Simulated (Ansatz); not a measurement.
C$_{3}$H$_{11}$Si$_{3}$ (SMILES [CH]1[SiH2]C[SiH2]C[SiH2]1), doublet, geometry from GFN2-xTB. Base run: MP2/STO-3G (Ansatz, a first-principles code).

Here is a job for Ansatz.
Ansatz 0.2 input:
```yaml
crystal:
  periodic: [false, false, false]
  atoms:
    - {symbol: C, position_ang: [1.51380197, 0.81809202, 0.50539771]}
    - {symbol: Si, position_ang: [1.63754306, -0.92661904, -0.13014090]}
    - {symbol: C, position_ang: [-0.04128886, -1.75001797, 0.21374552]}
    - {symbol: Si, position_ang: [-1.56054583, -0.84447112, -0.48872294]}
    - {symbol: C, position_ang: [-1.26109377, 1.02671936, -0.65496501]}
    - {symbol: Si, position_ang: [-0.07402361, 1.78201665, 0.62271278]}
    - {symbol: H, position_ang: [2.42327905, 1.30358455, 0.82984475]}
    - {symbol: H, position_ang: [2.72881351, -1.65115256, 0.54335961]}
    - {symbol: H, position_ang: [1.90634651, -0.94257836, -1.57982010]}
    - {symbol: H, position_ang: [-0.02920890, -2.77013691, -0.16692046]}
    - {symbol: H, position_ang: [-0.16041559, -1.83641026, 1.29372713]}
    - {symbol: H, position_ang: [-1.89053458, -1.39651614, -1.81382299]}
    - {symbol: H, position_ang: [-2.71149695, -1.07856137, 0.39995844]}
    - {symbol: H, position_ang: [-2.21868474, 1.54335451, -0.61239872]}
    - {symbol: H, position_ang: [-0.85904916, 1.22467750, -1.64859725]}
    - {symbol: H, position_ang: [0.16152622, 3.20948361, 0.34474771]}
    - {symbol: H, position_ang: [-0.66072177, 1.67252382, 1.97096759]}
basis:
  gaussian:
    orbitals: STO-3G
magnetization: {spin_polarized: true, initial_magnetization: 1}
correlation: {method: mp2}
```

Variants of this job, named by their change:

```tsv
change	ΔE vs base (kcal/mol)	MP2 correlation (Eh)	basis functions
base	0.000	-0.25693	53
electrons = all	-7.72	-0.26924	53
reference functional = pbe0	1.30	-	53
electrons = outside_noble_gas	0.000	-0.25693	53
method = ccsd_t	-56.75	-0.25693	53
lower_state_search = off	0.000	-0.25693	53
method = bccd	-54.48	-0.25693	53
fitting = cc-pVTZ-JKFIT (mean field), cc-pVTZ-RIFIT (correlation)	-0.086	-0.25690	53
accuracy = high	-0.017	-0.25693	53
method = ccsd	-54.60	-0.25693	53
```
